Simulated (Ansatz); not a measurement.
H2GeO, SMILES `[OH][GeH]` (excited triplet; H–O–Ge–H torsion 101°) (charge 0, multiplicity 3). This triplet is an excited state, 1.89 eV above the relaxed singlet at the level composite: frozen-core CCSD(T) with HF/cc-pVQZ and the correlation energy extrapolated as X^-3 from cc-pVTZ and cc-pVQZ, plus CCSDT(Q) minus CCSD(T) in cc-pVDZ // PBE0-D3(BJ)/def2-TZVP (Ansatz, a first-principles code).

All values below come from frozen-core fic-MRCISD+Q@CASSCF(2e,2o)/cc-pVTZ // PBE0-D3(BJ)/def2-TZVP (Ansatz).

Ansatz 0.2 input:
```yaml
crystal:
  periodic: [false, false, false]
  atoms:
    - { symbol: O, position_ang: [-0.947143, 0.017556, 0.430591] }
    - { symbol: Ge, position_ang: [0.651516, 0.617178, -0.100286] }
    - { symbol: H, position_ang: [-1.511023, -0.202949, -0.316123] }
    - { symbol: H, position_ang: [1.806649, -0.431785, -0.014182] }
basis:
  gaussian: { orbitals: cc-pVTZ }
correlation:
  method: fic_mrcisd_q
  active_space: { window: { electrons: 2, orbitals: 2 } }
magnetization:
  spin_polarized: false
  initial_magnetization: 2
```

Output:

```
Functional definition: HF
621 factors; integrals over basis functions are off by at most 6.6e-4 eV
mean field evaluation 1: about -58540.0775 eV, gradient 3.5e1 eV
mean field evaluation 2: about -58540.0836 eV, gradient 3.5e1 eV
mean field evaluation 4: about -58542.7630 eV, gradient 3.4e0 eV
mean field evaluation 8: about -58542.8714 eV, gradient 1.2e-1 eV
mean field -58542.87149234 eV, -2151.4108455598 hartree, gradient 1.4e-6 eV, S^2 2.000000; 0 other end points of the search recorded, 0 dependent functions left out
reference -58542.87149234 eV, -2151.4108455598 hartree; 22, 20 occupied and 79, 81 virtual orbitals, 621 factors
state -58542.87149234 eV, -2151.4108455598 hartree
contracted CI cycle   1: correlation 0.00000000 eV, 0.0000000000 hartree, residual 3.95e1 eV
contracted CI cycle   2: correlation -9.99881676 eV, -0.3674497386 hartree, residual 5.72e0 eV
contracted CI cycle   3: correlation -10.30323160 eV, -0.3786367774 hartree, residual 1.22e0 eV
contracted CI cycle   4: correlation -10.31903105 eV, -0.3792173967 hartree, residual 3.22e-1 eV
contracted CI cycle   5: correlation -10.32040219 eV, -0.3792677850 hartree, residual 1.05e-1 eV
contracted CI cycle   6: correlation -10.32054080 eV, -0.3792728789 hartree, residual 3.39e-2 eV
contracted CI cycle   7: correlation -10.32055555 eV, -0.3792734208 hartree, residual 1.13e-2 eV
contracted CI cycle   8: correlation -10.32055714 eV, -0.3792734792 hartree, residual 3.68e-3 eV
contracted CI cycle   9: correlation -10.32055728 eV, -0.3792734846 hartree, residual 9.51e-4 eV
state -58542.87149234 eV, -2151.4108455598 hartree; corrected -58554.24874215 eV, -2151.8289517788 hartree
Total energy: -58554.24874215 eV, -2151.8289517788 hartree
```
